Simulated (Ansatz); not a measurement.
Spin states of IrO2 (SMILES [O]=[Ir]=[O]), each relaxed at B3LYP-D3(BJ)/def2-TZVP; lowest solutions found, singlets restricted, no spin–orbit coupling, no relativity up to Kr.
Multiplicity 2 (charge 0, multiplicity 2):
```xyz
3

Ir     0.032    -0.021     0.021
O      1.259     0.236    -1.124
O     -1.324    -0.168     1.033
```
Multiplicity 6 (charge 0, multiplicity 6):
```xyz
3

Ir     0.27111    -0.22639     0.26902
O      1.13606     0.33836    -1.24539
O     -1.44023    -0.06460     0.90595
```

Codes used: Ansatz (Gaussian orbitals). Values without a source in brackets are computed. In def2 rows elements past Kr take small-core potentials, without spin–orbit coupling.

The energy of multiplicity 6 less that of multiplicity 2 (kcal/mol) and the share of exact exchange:

```tsv
functional	exact exchange (%)	value
PBE/def2-TZVPP	0	71.07
PBE0/def2-TZVPP	25	63.33
BLYP/def2-TZVPP	0	70.60
B3LYP/def2-TZVPP	20	66.05
BHLYP/def2-TZVPP	50	49.22
r2SCAN/def2-TZVPP	0	60.30
r2SCANh/def2-TZVPP	10	57.64
```

Q: Take the value as linear in the share of exact exchange along PBE and PBE0. Give the slope, say whether the sign turns, and set the other functionals against that line.

A: 
Slope: (63.33 − (71.07))/2.5 = -3.10 kcal/mol for each 10 %. The line keeps its sign from 0 to 100 %. At 50 % it gives 55.6 kcal/mol. The LYP pair gives (49.22 − (70.60))/5 = -4.28 for each 10 %. BHLYP, at 50 %, lies -6.4 from the PBE line. B3LYP, at 20 %, lies 1.2 from the PBE line. r2SCAN, with none, stands -10.8 from PBE. The r2SCAN pair gives -2.66 for 10 %.

Ansatz is a program for electronic structure.
